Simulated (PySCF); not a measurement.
CH$_{2}$ (SMILES [CH2]), triplet, at a GFN2-xTB geometry. Base run: M062X/def2-TZVP run with PySCF.

Here is a job for PySCF.
```python
from pyscf import gto, scf, dft

mol = gto.Mole()
mol.atom = '''
    C    -0.00086561    0.10089553    0.01170220
    H    -0.97847113   -0.31231328   -0.02467531
    H     0.98366479   -0.29305989   -0.04553788
'''
mol.basis = 'def2-tzvp'
mol.spin = 2
mol.verbose = 4
mol.build()

mf = dft.UKS(mol)
mf.xc = 'm062x'
mf.kernel()
```

Variants of this job, named by their change:

```tsv
change	ΔE vs base (mEh)	grid points	electrons on the grid
base	0.000	33736	8.00000
small_rho_cutoff = 0	0.000	33736	8.00000
grids.atom_grid = (75, 302)	0.003	43800	8.00000
grids.level = 1	-0.173	10128	7.99999
grids.radi_method = delley	0.002	36472	8.00000
grids.atom_grid = (30, 110)	0.100	7392	7.99999
grids.level = 4	0.006	60024	8.00000
grids.level = 0	-18.399	2328	8.00093
grids.becke_scheme = stratmann	-0.002	33736	8.00000
grids.prune = dft.gen_grid.treutler_prune	0.701	28880	8.00000
grids.radi_method = mura_knowles	-0.001	32224	8.00000
```

Open shells are given as the SCF converged; they aren't shown to be the lowest states, and a large step between rows can be another state.
